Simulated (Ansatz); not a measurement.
Mulliken charges of C2H2ClFSi (`C#C[SiH](F)Cl`) from r2SCAN/def2-TZVPP in Ansatz (PBE0-D4/def2-TZVP geometry).

| atom | x (Å) | y (Å) | z (Å) | charge (e) |
| --- | --- | --- | --- | --- |
| C1 | -0.002 | -1.973 | -0.344 | -0.072 |
| C2 | 0.007 | -0.792 | -0.105 | -0.336 |
| Si3 | 0.072 | 0.977 | 0.257 | 0.779 |
| F4 | -1.002 | 1.311 | 1.376 | -0.297 |
| Cl5 | -0.397 | 2.032 | -1.415 | -0.221 |
| H6 | -0.014 | -3.018 | -0.556 | 0.222 |
| H7 | 1.396 | 1.395 | 0.741 | -0.075 |

By hand: the dipole of these point charges (1 e Å = 4.8032 D).

Σ q r = (0.331, -0.444, -0.015) e Å, of length 0.554 e Å = 2.66 D.

How does the dipole of the full density compare? (Best estimate.)

Ansatz gave: (0.200, -0.360, -0.054) e Å, 2.00 D; the point charges give 1.33 times that, at 10° from its direction.

Point charges leave out the atoms' own dipoles, such as those of lone pairs, and Mulliken's split depends on the basis, so the two needn't agree.
